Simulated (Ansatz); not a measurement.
One change: `[CH3][In]([Cl])[Br]` becomes `[CH3][In]([SH])[Br]`.

Ansatz, PBE0-D4/def2-TZVP geometries, multiplicity 1. Each molecule was computed in one conformer, which needn't be the lowest.

Elements past krypton have def2 core potentials. Scalar relativity is left out up to krypton. Spin–orbit coupling is left out; it splits and shifts lone-pair levels of the heavy atoms by tenths of an eV.

| property | `[CH3][In]([Cl])[Br]` |
| --- | --- |
| size of the dipole moment (PBE/def2-TZVPP) / D | 3.44 |
| HOMO energy (B3LYP/def2-TZVPP) / eV | -7.95 |
| LUMO energy (ωB97M-V/def2-TZVPP) / eV | 0.00 |
| HOMO energy (PBE0/def2-TZVPP) / eV | -8.22 |
| HOMO–LUMO gap (B3LYP/def2-TZVPP) / eV | 5.94 |
| size of the dipole moment (B3LYP/def2-TZVPP) / D | 3.53 |

(1) What does the change do to each property? (Best estimate.)

## Answers

(1) Computed: 
```csv
property,`[CH3][In]([SH])[Br]`,shift
size of the dipole moment (PBE/def2-TZVPP) / D,2.44,-1.00
HOMO energy (B3LYP/def2-TZVPP) / eV,-7.37,0.58
LUMO energy (ωB97M-V/def2-TZVPP) / eV,0.21,0.21
HOMO energy (PBE0/def2-TZVPP) / eV,-7.63,0.59
HOMO–LUMO gap (B3LYP/def2-TZVPP) / eV,5.73,-0.21
size of the dipole moment (B3LYP/def2-TZVPP) / D,2.52,-1.01
```

With PBE0 the HOMO rises by 0.59 eV and the LUMO rises by 0.35 eV, so the gap narrows by about 0.24 eV. PBE moves the HOMO by 0.54 eV and ωB97M-V by 0.57 eV. Dipoles are sizes alone; their direction can turn.

B3LYP here is the variant with VWN-RPA as its local correlation; programs differ in this.
